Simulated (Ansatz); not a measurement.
ScCl₃⁻. Total charge -1; doublet. Geometry B3LYP-D4/def2-SVP, that of the neutral singlet; atoms count from 1.

```csv
atom,x (Å),y (Å),z (Å)
Sc1,0.003,0.006,0.001
Cl2,1.735,-0.593,-1.341
Cl3,0.120,-0.361,2.239
Cl4,-1.858,0.948,-0.899
```

The highest occupied level of the charge -1 doublet lies above zero (up to 0.04 eV). By energy differences its removal costs 1.69 eV (vertical, to the charge 0 singlet, at PBE0-D4/def2-TZVPD); a positive level beside a positive removal energy at the same level points to self-interaction error.

(1) Estimate the Mulliken populations from the PBE0/def2-TZVPD orbitals of Ansatz.

(2) Where does the spin sit?

(3) And the Mayer bond orders between bonded heavy atoms (over 0.3)?

Answers

(1) 
```
atom  charge (e)  spin (α − β)  d electrons
 Sc1        0.73          1.11         1.49
 Cl2       -0.58         -0.04            –
 Cl3       -0.58         -0.04            –
 Cl4       -0.58         -0.04            –
```
Mulliken values and Mayer orders depend strongly on the basis. With diffuse functions, as here, like atoms can get unlike values, and bond orders can come out too low or too high.

(2) Summed by element: Sc 1.11, Cl -0.11, of 1 unpaired in all. Largest on single atoms: Sc1 1.11, Cl3 -0.04, Cl4 -0.04.

(3) Sc1–Cl2 0.71 (2.27 Å); Sc1–Cl3 0.71 (2.27 Å); Sc1–Cl4 0.71 (2.27 Å).
